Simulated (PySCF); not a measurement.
Compound: C5H7FO3.
Numbering: `[CH3:1][O:2][CH2:3][O:4][C:5](=[O:6])/[CH:7]=[CH:8]/[F:9]` (hydrogens: H10, H11, H12 on C1; H13, H14 on C3; H15 on C7; H16 on C8)

Cartesian coordinates in Å at the GFN2-xTB level; atoms count from 1:
```
atom  x, y, z in Å
C1    -2.8906   -0.4731   -0.3592
O2    -2.3565    0.7709    0.0607
C3    -1.1527    0.6757    0.7034
O4    -0.1301    0.2768   -0.2188
C5     1.1187    0.2641    0.2575
O6     1.4037    0.5435    1.3949
C7     2.0754   -0.1374   -0.7896
C8     3.3686   -0.2274   -0.5107
F9     4.2692   -0.5793   -1.4216
H10   -2.2513   -0.9410   -1.1119
H11   -3.0038   -1.1522    0.4930
H12   -3.8649   -0.2540   -0.7890
H13   -1.1660   -0.0563    1.5310
H14   -0.9082    1.6672    1.1013
H15    1.6784   -0.3412   -1.7709
H16    3.8026   -0.0278    0.4598
```

PySCF, density fitting, gas phase, GFN2-xTB geometry. The standard run uses grid level 2 after a coarse-grid start, the def2-universal JK fitting basis (with tight functions added where the orbital basis needs them), an energy threshold of 1e-9 Eh and DIIS. The changed runs have no coarse-grid stage.

Problem. Standard PBE0/pcSseg-1: E = -519.616000 Eh, HOMO -8.117 eV, LUMO -1.349 eV, dipole 1.791 D, 15 cycles (coarse-grid cycles included). What changes at PBE0/pcSseg-1 with: grid level 3, start guess vsap?

Solution. E = -519.616003 Eh (-0.003 mEh), HOMO -8.117 eV (0.000), LUMO -1.349 eV (0.000), dipole 1.791 D (0.000), 15 SCF cycles. The result matches the standard run within 0.02 mEh and 0.003 eV.

The cycles:
```
cycle   1  E = -516.9583065659  dE =  1.271e+00  |g| = 3.315e+00  |ddm| = 6.290e+00
cycle   2  E = -480.2136460239  dE =  3.674e+01  |g| = 9.048e+00  |ddm| = 1.015e+01
cycle   3  E = -512.0830597054  dE = -3.187e+01  |g| = 4.151e+00  |ddm| = 9.188e+00
cycle   4  E = -519.3336389448  dE = -7.251e+00  |g| = 1.245e+00  |ddm| = 4.572e+00
cycle   5  E = -519.3342975970  dE = -6.587e-04  |g| = 1.286e+00  |ddm| = 1.857e+00
cycle   6  E = -519.6118882490  dE = -2.776e-01  |g| = 1.291e-01  |ddm| = 9.885e-01
cycle   7  E = -519.6124927899  dE = -6.045e-04  |g| = 1.313e-01  |ddm| = 1.757e-01
cycle   8  E = -519.6156914276  dE = -3.199e-03  |g| = 3.508e-02  |ddm| = 9.207e-02
cycle   9  E = -519.6159440870  dE = -2.527e-04  |g| = 1.613e-02  |ddm| = 3.735e-02
cycle  10  E = -519.6159976491  dE = -5.356e-05  |g| = 4.571e-03  |ddm| = 1.596e-02
cycle  11  E = -519.6160014213  dE = -3.772e-06  |g| = 2.517e-03  |ddm| = 5.359e-03
cycle  12  E = -519.6160028455  dE = -1.424e-06  |g| = 3.738e-04  |ddm| = 1.825e-03
cycle  13  E = -519.6160028655  dE = -1.993e-08  |g| = 1.943e-04  |ddm| = 3.660e-04
cycle  14  E = -519.6160028723  dE = -6.876e-09  |g| = 3.823e-05  |ddm| = 1.510e-04
cycle  15  E = -519.6160028726  dE = -2.672e-10  |g| = 1.599e-05  |ddm| = 4.476e-05
```
